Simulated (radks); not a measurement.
Ce16+, 42 electrons, occupied as [Kr] 4d6. All-electron calculation, scalar-relativistic Kohn-Sham, LDA (Slater exchange, VWN5 correlation), spin-polarised, spherical densities, finite nucleus; open shells are filled with parallel spins first (spin-orbit coupling, left out, can overturn this in heavy ions); Fermi nuclear charge, rms radius 4.8771 fm. Program: a radial shooting solver on a logarithmic mesh with Libxc functionals.

Unscreened Slater integrals over Kohn-Sham orbitals (eV). They are taken over the spin-up orbitals.

integral    value
F0(4d,4d)  36.268
F2(4d,4d)  18.635
F4(4d,4d)  12.604
F0(4d,4p)  37.124
F2(4d,4p)  19.211
G1(4d,4p)  24.311
G3(4d,4p)  15.375
F0(4d,4s)  37.843
G2(4d,4s)  19.017
F0(4p,4p)  38.103
F2(4p,4p)  20.057
F0(4p,4s)  38.877
G1(4p,4s)  26.501
F0(4s,4s)  39.721

Derived for the open shells (J is the average intra-shell exchange parameter used in DFT+U). 4d: Racah B = F2/49 - 5 F4/441 = 0.2374 eV, C = 35 F4/441 = 1.000 eV, C/B = 4.21, F4/F2 = 0.676, J = (F2 + F4)/14 = 2.231 eV.
